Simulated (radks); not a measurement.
Nd, 60 electrons, occupied as [Xe] 4f4 6s2.

Calculated with a radial shooting solver on a logarithmic mesh with Libxc functionals: Dirac Kohn-Sham, PBEsol, spin-unpolarised, spherical densities, point nucleus; open shells fill j = l - 1/2 first.

Energy parts (hartree):
part                       energy
total                  -9626.3881
kinetic                10381.6797
electron-nucleus      -23525.8967
Hartree                 3737.3866
exchange-correlation    -219.5578

Orbitals (lengths in bohr, moments of r in powers of bohr; <r^-3> diverges for s and p1/2; r(max) is where P^2 peaks; r(90%) holds 90 % of the orbital's charge):
orbital  occ.  eigenvalue (hartree)   r(max)  r(90%)   <1/r>  <r^-3>  small-component weight
1s1/2       2             -1592.858  0.01510  0.0427   66.04       -                4.95e-02
2s1/2       2             -257.5197  0.08568   0.156   15.63       -                1.08e-02
2p1/2       2             -243.6457  0.06509   0.139   15.61       -                1.09e-02
2p3/2       4             -224.5459  0.07054   0.147   14.03    7947                1.02e-02
3s1/2       2             -55.85183   0.2441   0.391   5.661       -                3.35e-03
3p1/2       2             -49.92715   0.2309   0.384   5.576       -                3.29e-03
3p3/2       4             -46.11508   0.2426   0.402   5.180    1632                3.10e-03
3d3/2       4             -35.79273   0.1941   0.375   5.051   270.1                2.98e-03
3d5/2       6             -34.96840   0.1974   0.380   4.950   243.8                2.92e-03
4s1/2       2             -11.09305   0.5656   0.873   2.353       -                1.04e-03
4p1/2       2              -8.85821   0.5730   0.908   2.248       -                9.75e-04
4p3/2       4              -8.02993   0.5982   0.949   2.115   355.4                9.09e-04
4d3/2       4              -4.35750   0.6142    1.06   1.894   49.00                7.55e-04
4d5/2       6              -4.21125   0.6225    1.07   1.861   43.73                7.37e-04
4f5/2       4              -0.06889   0.6609    2.00   1.246   4.930                3.68e-04
4f7/2       0              -0.05417   0.6662    2.06   1.228   4.745                3.60e-04
5s1/2       2              -1.48345    1.321    2.12  0.9023       -                2.21e-04
5p1/2       2              -0.88807    1.449    2.45  0.7898       -                1.73e-04
5p3/2       4              -0.77657    1.523    2.59  0.7421   47.18                1.56e-04
6s1/2       2              -0.12918    3.789    6.50  0.2835       -                2.36e-05

The highest occupied level is 4f5/2 at -1.875 eV. For comparison, the ionisation energy in NIST's Atomic Spectra Database is 5.525 eV (measured). In exact Kohn-Sham theory the highest level is minus the ionisation energy, but local and semilocal functionals leave it too shallow, through self-interaction and a potential that decays too fast; potentials with the right tail come closer. Summed over all electrons, <r^2> = 87.76 bohr^2, which gives a Langevin (diamagnetic) susceptibility term of -69.5 x 10^-6 cm^3/mol. The density falls to 0.001 e/bohr^3 at r = 5.36 bohr.

Beside tabulated values, note that spin-unpolarised runs miss the spin-polarisation part of the exchange energy of open shells.
